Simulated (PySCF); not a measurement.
## Bi (bismuth, neutral) across methods

[Xe] 4f14 5d10 6s1 6p4, high-spin 4P determinant (an excited configuration). All numbers are calculated (PySCF 2.14, a scalar-relativistic core potential, in aug-cc-pVTZ-PP with one added diffuse shell each of d, f type with ECP60MDF (6s5p5d3f, 67 functions)).

```json
{"method": "B97-3", "E (hartree)": "-214.2865", "mean ε 6s α (eV)": "-18.033", "mean ε 6p α (eV)": "-6.914", "mean ε 6p β (eV)": "-4.817", "Σ⟨r²⟩ (bohr²)": "70.42", "⟨S²⟩": "3.762"}
{"method": "r2SCAN", "E (hartree)": "-214.3588", "mean ε 6s α (eV)": "-16.967", "mean ε 6p α (eV)": "-6.342", "mean ε 6p β (eV)": "-4.313", "Σ⟨r²⟩ (bohr²)": "70.24", "⟨S²⟩": "3.769"}
{"method": "PW91", "E (hartree)": "-214.3562", "mean ε 6s α (eV)": "-16.162", "mean ε 6p α (eV)": "-5.950", "mean ε 6p β (eV)": "-4.363", "Σ⟨r²⟩ (bohr²)": "70.61", "⟨S²⟩": "3.757"}
{"method": "PBE0", "E (hartree)": "-214.2573", "mean ε 6s α (eV)": "-18.016", "mean ε 6p α (eV)": "-6.995", "mean ε 6p β (eV)": "-4.914", "Σ⟨r²⟩ (bohr²)": "70.41", "⟨S²⟩": "3.761"}
{"method": "MN15", "E (hartree)": "-213.8151", "mean ε 6s α (eV)": "-19.266", "mean ε 6p α (eV)": "-7.549", "mean ε 6p β (eV)": "-5.532", "Σ⟨r²⟩ (bohr²)": "70.34", "⟨S²⟩": "3.759"}
{"method": "UHF", "E (hartree)": "-213.25390", "mean ε 6s α (eV)": "-23.079", "mean ε 6p α (eV)": "-9.814", "mean ε 6p β (eV)": "-5.582", "Σ⟨r²⟩ (bohr²)": "72.47", "⟨S²⟩": "3.802"}
{"method": "LDA", "E (hartree)": "-213.9535", "mean ε 6s α (eV)": "-16.323", "mean ε 6p α (eV)": "-5.997", "mean ε 6p β (eV)": "-4.490", "Σ⟨r²⟩ (bohr²)": "70.47", "⟨S²⟩": "3.755"}
{"method": "wB97M-V", "E (hartree)": "-214.1921", "mean ε 6s α (eV)": "-20.666", "mean ε 6p α (eV)": "-9.016", "mean ε 6p β (eV)": "-6.669", "Σ⟨r²⟩ (bohr²)": "70.57", "⟨S²⟩": "3.760"}
{"method": "PBE", "E (hartree)": "-214.2733", "mean ε 6s α (eV)": "-16.106", "mean ε 6p α (eV)": "-5.907", "mean ε 6p β (eV)": "-4.315", "Σ⟨r²⟩ (bohr²)": "70.63", "⟨S²⟩": "3.757"}
```

Energies and moments cover only the electrons outside the core potential. Spin-orbit coupling is strong in this species (close to jj coupling), so the high-spin LS determinant is a model state, not a physical level.
